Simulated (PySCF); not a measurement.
# Relaxation of doublet Sr₃N

Method: PySCF, UPBE0, basis N def2-SVP, Sr def2-SVP with ECP28 (scalar-relativistic core potentials, no spin–orbit coupling, density fitting). A (50,194) grid was used.

A start at or just off a symmetric point, pushed along the force that breaks its symmetry, of C2v symmetry, free to break it:

```xyz
4
charge 0 multiplicity 2, angstrom
N     0.0134    0.0000    0.0000
Sr    2.2310    0.0000    0.0000
Sr   -1.1166    1.9707    0.0000
Sr   -1.1166   -1.9707    0.0000
```

Optimiser trace:
| step | E − E(last) (kJ/mol) | largest gradient (Eh/bohr) |
| --- | --- | --- |
| 0 | 3.97 | 0.00679 |
| 1 | 3.41 | 0.00531 |
| 2 | 0.74 | 0.00472 |
| 3 | 0.33 | 0.00457 |
| 4 | 0.10 | 0.00290 |
| 5 | 0.01 | 0.00093 |
| 6 | 0.00 | 0.00014 |
| 7 | 0.00 | 0.00008 |

It ends at C2v with N–Sr 2.240 Å, N–Sr 2.260 Å (×2), Sr–Sr 3.768 Å (×2), Sr–Sr 4.139 Å; N–Sr–Sr 23.7° (×2), N–Sr–Sr 33.0° (×2), N–Sr–Sr 33.3° (×2), Sr–N–Sr 113.7° (×2), Sr–N–Sr 132.6°, Sr–Sr–Sr 56.7° (×2), Sr–Sr–Sr 66.6° (after a last refinement on a finer grid). A frequency run shows a minimum. Other isomers or separated fragments may lie lower.

The determinant is spin-contaminated (⟨S²⟩ = 0.98, pure value 0.75).
